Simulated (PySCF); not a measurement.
iodine monochloride anion (ClI), SMILES ClI (connectivity only; charge and spin as stated), charge -1, multiplicity 2.

The structure is a stationary point at PBE-D3(BJ)/def2-TZVPD. The spin state was assumed, not searched. The def2 effective core potentials stand for the cores of I; spin–orbit coupling is left out.

Calculation: CAM-B3LYP/def2-TZVPD in PySCF.

Isolated molecule, no solvent.

- total energy = -758.03285 hartree
- point group = C∞v
- α spin, highest occupied and lowest empty level = -3.09 and 3.97 eV
- β spin, highest occupied and lowest empty level = -3.55 and 1.81 eV
- dipole moment about the centre of nuclear charge = 4.02 D
- mean static polarisability = 88.8 bohr³ (13.16 Å³)
- polarisability, principal values = 62.8, 62.8, 140.8 bohr³
- ⟨S²⟩ = 0.755 (pure state 0.75)
